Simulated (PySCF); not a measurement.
Vertical excitations of a molecule C2H5FOSi2 from TDA-PBE/def2-SVPD in PySCF 2.14.0, as energy in eV (oscillator strength): 2.68 (0.001), 4.19 (0.004), 4.78 (0.027), 4.97 (0.013), 5.11 (0.025), 5.42 (0.022), 5.60 (0.059), 5.79 (0.018), 5.93 (0.002), 6.24 (0.052). Lowest triplet (TDA): 2.14 eV. The structure is a stationary point at B3LYP-D3(BJ)/def2-SVP. One conformer was computed; it need not be the lowest.

Problem. Which molecule gave these data?
A. F[Si@H]1C=C[SiH2]O1
B. O=C1C[SiH2][Si@@H]1F
C. O[Si@@H](F)C#C[SiH3]
D. FC1=CO[Si@H]1[SiH3]

Solution. B, O=C1C[SiH2][Si@@H]1F
